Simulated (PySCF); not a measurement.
PySCF input for SrF, SMILES [F][Sr+], charge +1, TDA-PBE/def2-TZVPD. Coordinates come from a B3LYP-D3(BJ)/def2-TZVPD optimisation. The multiplicity is an assumed one; other spin states were not compared. The def2 effective core potentials stand for the cores of Sr; spin–orbit coupling is left out.

```python
import numpy as np
from pyscf import gto, scf, dft, tdscf

mol = gto.M(
    atom='''
    Sr    0.00000000    0.00000000   -0.38700469
    F     0.00000000    0.00000000    1.63401981
    ''',
    basis='def2-TZVPD',
    ecp={'Sr': 'def2-tzvp'},
    charge=1,
    spin=0,
    symmetry=True,
    symmetry_subgroup='C2v',
    max_memory=1600,
    verbose=4,
)
mf = dft.RKS(mol, xc='pbe').density_fit(auxbasis='def2-universal-jkfit')
mf.grids.level = 3
mf.conv_tol = 1e-9
mf.max_cycle = 100
mf.kernel()
mf.grids = dft.Grids(mol).set(level=1).build(with_non0tab=True)  # coarser grid for the response kernel
td = tdscf.TDA(mf)
td.singlet = True
td.nstates = 10
td.conv_tol = 1e-4
td.positive_eig_threshold = 1e-6
td.kernel(x0=td.get_init_guess(mf, 15))
td.analyze()
tt = tdscf.TDA(mf)
tt.singlet = False
tt.nstates = 4
tt.conv_tol = 1e-4
tt.positive_eig_threshold = 1e-6
tt.kernel(x0=tt.get_init_guess(mf, 9))
tt.analyze(verbose=3)
```

Log of the run:

```
PySCF version 2.14.0

[INPUT] verbose = 4
[INPUT] num. atoms = 2
[INPUT] num. electrons = 18
[INPUT] charge = 1
[INPUT] spin (= nelec alpha-beta = 2S) = 0
[INPUT] symmetry True subgroup C2v
[INPUT] Mole.unit = angstrom
[INPUT] Symbol           X                Y                Z      unit          X                Y                Z       unit  Magmom
[INPUT]  1 Sr     0.000000000000   0.000000000000  -0.387004690000 AA    0.000000000000   0.000000000000  -0.731332873022 Bohr   0.0
[INPUT]  2 F      0.000000000000   0.000000000000   1.634019810000 AA    0.000000000000   0.000000000000   3.087849923014 Bohr   0.0

nuclear repulsion = 23.5652506848878
point group symmetry = Coov, use subgroup C2v
symmetry origin: [0.00000000e+00 0.00000000e+00 2.81448585e-09]
symmetry axis x: [1. 0. 0.]
symmetry axis y: [0. 1. 0.]
symmetry axis z: [0. 0. 1.]
num. orbitals of irrep A1 = 34
num. orbitals of irrep A2 = 7
num. orbitals of irrep B1 = 16
num. orbitals of irrep B2 = 16
number of shells = 27
number of NR pGTOs = 108
number of NR cGTOs = 73
basis = def2-TZVPD
ecp = {'Sr': 'def2-tzvp'}


[settings echo left out]
init E= -128.880069791246
HOMO (B1) = -0.619662943883916  LUMO (A1) = -0.263918823439104  gap/eV = 9.68029
cycle= 1 E= -130.237480720684  delta_E= -1.36  |g|= 0.821  |ddm|= 2.72
HOMO (B1) = -0.257000908290478  LUMO (A1) = -0.250334026097114  gap/eV = 0.18142
cycle= 2 E= -125.705023828741  delta_E= 4.53  |g|= 4.35  |ddm|= 3.49
HOMO (A1) = -0.468592622111075  LUMO (A1) = -0.257163223594361  gap/eV = 5.75329
cycle= 3 E= -130.356038625218  delta_E= -4.65  |g|= 0.217  |ddm|= 3.35
HOMO (B2) = -0.450793452454332  LUMO (A1) = -0.279929675048489  gap/eV = 4.64944
cycle= 4 E= -130.360088780044  delta_E= -0.00405  |g|= 0.145  |ddm|= 0.278
HOMO (B1) = -0.457824821249241  LUMO (A1) = -0.275093088778824  gap/eV = 4.97238
cycle= 5 E= -130.364055262304  delta_E= -0.00397  |g|= 0.0422  |ddm|= 0.0717
HOMO (B1) = -0.464488947602511  LUMO (A1) = -0.275129043265476  gap/eV = 5.15275
cycle= 6 E= -130.364415262325  delta_E= -0.00036  |g|= 0.00786  |ddm|= 0.0282
HOMO (B1) = -0.465130359505233  LUMO (A1) = -0.275149739162686  gap/eV = 5.16964
cycle= 7 E= -130.364425453236  delta_E= -1.02e-05  |g|= 0.00131  |ddm|= 0.00327
HOMO (B2) = -0.465261731327886  LUMO (A1) = -0.275117171653392  gap/eV = 5.17410
cycle= 8 E= -130.364425780353  delta_E= -3.27e-07  |g|= 2.15e-05  |ddm|= 0.000869
HOMO (B1) = -0.465258507556576  LUMO (A1) = -0.275115053500713  gap/eV = 5.17407
cycle= 9 E= -130.364425780431  delta_E= -7.77e-11  |g|= 1.12e-05  |ddm|= 2.2e-05
HOMO (B1) = -0.465253532218027  LUMO (A1) = -0.275115498032154  gap/eV = 5.17392
Extra cycle  E= -130.364425780278  delta_E= 1.53e-10  |g|= 3.24e-05  |ddm|= 2.15e-05
converged SCF energy = -130.364425780278
tot grids = 13392
Overwritten attributes  positive_eig_threshold  of <class 'pyscf.tdscf.rks.TDA'>


******** <class 'pyscf.tdscf.rks.TDA'> for <class 'pyscf.df.df_jk.DFSymAdaptedRKS'> ********
nstates = 10 singlet
deg_eia_thresh = 1.000e-03
wfnsym = None
conv_tol = 0.0001
eigh lindep = 1e-12
eigh level_shift = 0
eigh max_cycle = 100


Excitation energies (eV)
[5.17276071 5.17276071 5.26553267 6.5273938  6.5273938  6.59237521
 6.59237521 6.64381732 6.64383201 7.07560935]

** Singlet excitation energies and oscillator strengths **
Excited State   1:   B2      5.17276 eV    239.69 nm  f=0.0037
       9 -> 10       -0.70703
Excited State   2:   B1      5.17276 eV    239.69 nm  f=0.0037
       8 -> 10       -0.70703
Excited State   3:   A1      5.26553 eV    235.46 nm  f=0.0127
       7 -> 10        0.70633
Excited State   4:   B2      6.52739 eV    189.94 nm  f=0.0000
       8 -> 11        0.49986
       9 -> 12        0.50013
Excited State   5:   B1      6.52739 eV    189.94 nm  f=0.0000
       8 -> 12        0.50013
       9 -> 11       -0.49986
Excited State   6:   B2      6.59238 eV    188.07 nm  f=0.0036
       8 -> 11        0.49956
       9 -> 12       -0.49928
Excited State   7:   B1      6.59238 eV    188.07 nm  f=0.0036
       8 -> 12       -0.49928
       9 -> 11       -0.49956
Excited State   8:   A1      6.64382 eV    186.62 nm  f=0.0000
       7 -> 12       -0.70491
Excited State   9:   A2      6.64383 eV    186.62 nm  f=0.0000
       7 -> 11        0.70491
Excited State  10:   A2      7.07561 eV    175.23 nm  f=0.0000
       8 -> 14        0.50000
       9 -> 13       -0.50000

** Transition electric dipole moments (AU) **
state          X           Y           Z        Dip. S.      Osc.
  1         0.0000     -0.1707     -0.0000      0.0291      0.0037
  2        -0.1707     -0.0000      0.0000      0.0291      0.0037
  3        -0.0000     -0.0000      0.3138      0.0985      0.0127
  4         0.0000     -0.0001     -0.0000      0.0000      0.0000
  5         0.0001      0.0000      0.0000      0.0000      0.0000
  6        -0.0000      0.1483     -0.0000      0.0220      0.0036
  7        -0.1483      0.0000      0.0000      0.0220      0.0036
  8         0.0000     -0.0000     -0.0000      0.0000      0.0000
  9         0.0000      0.0000      0.0000      0.0000      0.0000
 10         0.0000      0.0000     -0.0000      0.0000      0.0000

WARN: ECP detected. Skipping calculation of transition velocity and magnetic dipole moments, which have not yet been implemented.



******** <class 'pyscf.tdscf.rks.TDA'> for <class 'pyscf.df.df_jk.DFSymAdaptedRKS'> ********
nstates = 4 triplet
deg_eia_thresh = 1.000e-03
wfnsym = None
conv_tol = 0.0001
eigh lindep = 1e-12
eigh level_shift = 0
eigh max_cycle = 100


Excitation energies (eV)
[5.12680837 5.12680837 5.17691297 6.51320908]

** Triplet excitation energies and oscillator strengths **
Excited State   1:   B1      5.12681 eV    241.84 nm  f=0.0000
Excited State   2:   B2      5.12681 eV    241.84 nm  f=0.0000
Excited State   3:   A1      5.17691 eV    239.49 nm  f=0.0000
Excited State   4:   B1      6.51321 eV    190.36 nm  f=0.0000
```

The calculation finished and met its thresholds.
